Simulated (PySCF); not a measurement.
AlH8NOSi.
Structure used (PBE0-D3(BJ)/def2-SVP), in Å, numbered top down from 1:
```
atom  x, y, z in Å
N1     2.1507   -0.4577    0.2261
Al2    0.8550    1.1392    0.2300
O3    -0.5953    0.1894    0.1082
Si4   -2.1478   -0.2854   -0.0604
H5     3.1349   -0.1925    0.2848
H6     2.0268   -1.0039   -0.6282
H7     1.9483   -1.0783    1.0117
H8     1.3164    1.9008   -1.1001
H9     1.1668    1.7784    1.6632
H10   -2.2139   -1.7677   -0.2840
H11   -2.8137    0.3761   -1.2288
H12   -2.9597    0.0199    1.1616
```

Method: PBE0-D3(BJ)/def2-SVP geometry optimisation, gas phase in PySCF.

Take the most abundant isotopes and a rigid rotor. The values belong to one conformer with, in the numbering `[NH3+:1][AlH2-:2][O:3][SiH3:4]`, N1–Al2–O3–Si4 -172°.

Problem. Give the principal moments of inertia and the rotational constants in MHz.

Solution. Ia = 52.15, Ib = 274.52, Ic = 310.28 u·Å²; 505379 MHz·u·Å²/I gives A = 9691, B = 1841, C = 1629 MHz.

Problem. Classify the top.

Solution. A near-prolate asymmetric top; Ray's κ = -0.947.

Problem. What does the inertial defect say?

Solution. Not planar: Δ = Ic − Ia − Ib = -16.39 u·Å². For a rigid frame Δ = −2 Σ m c², so Σ m c² = 8.19 u·Å² lies off the ab plane: 8.18 from hydrogen and 0.01 from heavier atoms. The atom farthest from that plane is 1.41 Å away.

Problem. Give the other two planar moments, Paa and Pbb, and the rms extents of the mass along the axes.

Solution. Paa = Σ m a² = (Ib + Ic − Ia)/2 = 266.32 and Pbb = Σ m b² = (Ia + Ic − Ib)/2 = 43.95 u·Å². With the mass M = 93.02 u, the rms extents √(P/M) along a, b and c are 1.69, 0.69, 0.30 Å.

Problem. Predict some low-J microwave lines.

Solution. The dipole components are |μa| = 3.70 D, |μb| = 4.33 D, |μc| = 0.00 D. Intensities carry the squares of the components, which stand as 0.73 : 1.00 : 0.00 (a : b : c). Some lines, for components of 0.1 D or more:

```tsv
type	branch	J(Ka,Kc)	MHz	lower level (cm⁻¹)
a	Q	2(1,1) ← 2(1,2)	636	0.602
a	R	2(1,1) ← 1(1,0)	7152	0.385
b	Q	2(1,1) ← 2(0,2)	8279	0.347
b	Q	3(1,2) ← 3(0,3)	8611	0.694
a	R	3(0,3) ← 2(0,2)	10392	0.347
a	R	3(2,2) ← 2(2,1)	10409	1.409
a	R	3(2,1) ← 2(2,0)	10426	1.409
a	R	3(1,2) ← 2(1,1)	10725	0.623
b	R	2(1,2) ← 1(0,1)	14578	0.116
b	R	3(1,3) ← 2(0,2)	17731	0.347
b	Q	3(2,1) ← 3(1,2)	23256	0.981
b	R	2(2,0) ← 1(1,1)	30919	0.378
b	R	3(2,2) ← 2(1,1)	33960	0.623
b	R	3(2,1) ← 2(1,2)	34618	0.602
b	Q	3(3,0) ← 3(2,1)	39763	1.757
b	R	3(3,0) ← 2(2,1)	50193	1.409
```

No PBE0-D3(BJ)/def2-SVP frequencies stand behind this structure, so it isn't proved a minimum. Zero-point vibration and centrifugal distortion are left out. A rigid rotor knows nothing of internal rotation, which can split or shift real lines. Quadrupole hyperfine structure (14N, 27Al) is left out.

Hardware: one thread of an x86-64 server, on a shared host. Cost: 42 s. This is the geometry optimisation.
